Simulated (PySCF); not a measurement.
GeH7N2P.
Geometry (PBE0-D3(BJ)/def2-SVP, Å), atoms numbered from 1 in this order:
```
atom  x, y, z in Å
N1    -0.6824    1.2338    0.7010
Ge2   -0.1449   -0.0416   -0.4944
N3    -1.2211   -1.4728   -0.1188
P4     2.0125   -0.9250   -0.3720
H5    -0.3026    2.1623    0.5387
H6    -0.5499    0.9857    1.6780
H7    -0.2945    0.6258   -1.8861
H8    -0.9871   -2.3291   -0.6132
H9    -2.2159   -1.2879   -0.2194
H10    2.0426   -0.8915    1.0564
H11    2.6366    0.3540   -0.5050
```

Theory: PBE0-D3(BJ)/def2-SVP geometry optimisation, gas phase (PySCF).

Masses are those of the commonest isotopes; rigid-rotor values at the optimised geometry. The values belong to one conformer with, in the numbering `[NH2:1][GeH:2]([NH2:3])[PH2:4]`, H–N1–Ge2–N3 -170° and 62°, N1–Ge2–N3–H -173° and 60°, N1–Ge2–P4–H 36° and -57°.

(1) Give the principal moments of inertia and the rotational constants in MHz.

(2) Classify the top.

(3) Is it planar, by Δ = Ic − Ia − Ib?

(4) Predict some low-J microwave lines.

(5) Estimate the classical rotational partition function at 10 K, 100 K and 298.15 K.

Answers

(1) Ia = 95.26, Ib = 203.10, Ic = 256.74 u·Å²; 505379 MHz·u·Å²/I gives A = 5305, B = 2488, C = 1968 MHz.

(2) An asymmetric top. Ray's parameter κ = (2B − A − C)/(A − C) = -0.688; −1 is the prolate and +1 the oblate limit.

(3) Not planar: Δ = Ic − Ia − Ib = -41.63 u·Å². For a rigid frame Δ = −2 Σ m c², so Σ m c² = 20.81 u·Å² lies off the ab plane: 8.14 from hydrogen and 12.67 from heavier atoms. The atom farthest from that plane is 1.79 Å away.

(4) The dipole components are |μa| = 0.63 D, |μb| = 0.70 D, |μc| = 0.04 D. Intensities carry the squares of the components, which stand as 0.81 : 1.00 : 0.00 (a : b : c). Some lines, for components of 0.1 D or more:

```tsv
type	branch	J(Ka,Kc)	MHz	lower level (cm⁻¹)
a	Q	1(1,0) ← 1(1,1)	520	0.243
b	R	3(1,2) ← 2(2,1)	5656	0.856
b	Q	4(1,3) ← 4(0,4)	6406	1.456
a	R	2(1,2) ← 1(1,1)	8394	0.243
b	Q	2(2,0) ← 2(1,1)	8516	0.575
a	R	2(0,2) ← 1(0,1)	8848	0.149
b	Q	3(2,2) ← 3(1,3)	10828	0.941
b	Q	4(2,3) ← 4(1,4)	11934	1.497
a	R	3(1,3) ← 2(1,2)	12552	0.523
b	Q	4(3,1) ← 4(2,2)	14704	1.926
b	Q	3(3,0) ← 3(2,1)	15106	1.313
b	Q	3(3,1) ← 3(2,2)	15422	1.302
a	R	4(2,3) ← 3(2,2)	17776	1.302
a	R	4(3,1) ← 3(3,0)	17975	1.817
b	R	4(1,4) ← 3(0,3)	18470	0.881
a	R	4(1,3) ← 3(1,2)	18719	1.045
b	R	4(4,1) ← 3(3,0)	39371	1.817
```

(5) Point group C1, symmetry number σ = 1; q = (√π/σ)·√((kT/h)³/(ABC)), k/h = 20836.6 MHz/K: 1050 at 10 K, 33100 at 100 K, 170000 at 298.15 K.

Stationary, but not proved a minimum. Constants of a rigid frame at the computed geometry: no zero-point averaging, no centrifugal distortion. A rigid rotor knows nothing of inversion at nitrogen, which can split or shift real lines. Quadrupole hyperfine structure (14N) is left out.
